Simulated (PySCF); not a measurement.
C₅H₄F₃S (charge -1).
SMILES: `C=C/C([S-])=C/C(F)(F)F`

The closed-shell SCF was solved with PySCF and density fitting under several settings on one GFN2-xTB geometry (grid level 2 and gas phase unless stated).

```json
{"settings": "PBE0/pcSseg-1", "basis functions": "180", "SCF cycles": "14", "E (Eh)": "-889.9790", "HOMO (eV)": "-0.93", "LUMO (eV)": "3.05"}
{"settings": "PBE0/def2-SVPD", "basis functions": "228", "SCF cycles": "14", "E (Eh)": "-889.5848", "HOMO (eV)": "-1.19", "LUMO (eV)": "2.77"}
{"settings": "BP86/6-311G**, energy threshold 1e-11 Eh, start guess sap", "basis functions": "194", "SCF cycles": "26", "E (Eh)": "-890.8711", "HOMO (eV)": "0.04", "LUMO (eV)": "2.16"}
{"settings": "X3LYP/pcSseg-1, fitting basis def2-universal-jkfit", "basis functions": "180", "SCF cycles": "12", "E (Eh)": "-890.4300", "HOMO (eV)": "-0.69", "LUMO (eV)": "3.01"}
{"settings": "wB97X-D/def2-SVPD, grid level 1, start guess vsap", "basis functions": "228", "SCF cycles": "16", "E (Eh)": "-890.0745", "HOMO (eV)": "-2.91", "LUMO (eV)": "4.44"}
```

Question: Estimate the rows for these settings: (1) HSE06/pcSseg-1; (2) LC-wPBE/cc-pVDZ; (3) PBE0/pcSseg-1, IEF-PCM chloroform.

Answer: 
```csv
settings,basis functions,SCF cycles,E (Eh),HOMO (eV),LUMO (eV)
HSE06/pcSseg-1,180,15,-890.0410,-0.55,2.67
LC-wPBE/cc-pVDZ,150,15,-890.2844,-3.07,5.44
"PBE0/pcSseg-1, IEF-PCM chloroform",180,14,-890.0474,-4.46,-0.12
```

Question: Over all rows, what range does the HOMO–LUMO gap span?

Answer: From 2.12 eV (BP86/6-311G**, energy threshold 1e-11 Eh, start guess sap) to 8.51 eV (LC-wPBE/cc-pVDZ). The functional of the narrowest has no exact exchange, that of the widest range-separated exact exchange.

Question: Compare two rows with the functional PBE0: PBE0/pcSseg-1 and PBE0/def2-SVPD. Which energy is lower, and by how much?

Answer: PBE0/pcSseg-1 (180 functions) lies 0.3942 Eh or 247 kcal/mol below PBE0/def2-SVPD (228 functions). The smaller set gives the lower energy; the two sets aren't nested, so the variational bound doesn't order them by size.

wB97X-D ran without the empirical dispersion term, which would shift the total energy alone. Cycle counts include a coarse-grid stage where the run had one. All basis functions are spherical, in the Pople sets too. The HOMO energy is positive at BP86/6-311G**; such an orbital is held in place by the finite basis. Geometry: GFN2-xTB, one conformer.

The values belong to the conformer `[CH2:1]=[CH:2]/[C:3]([S-:4])=[CH:5]/[C:6]([F:7])([F:8])[F:9]`: C1–C2–C3–S4 0°, C3–C5–C6–F7 180°.
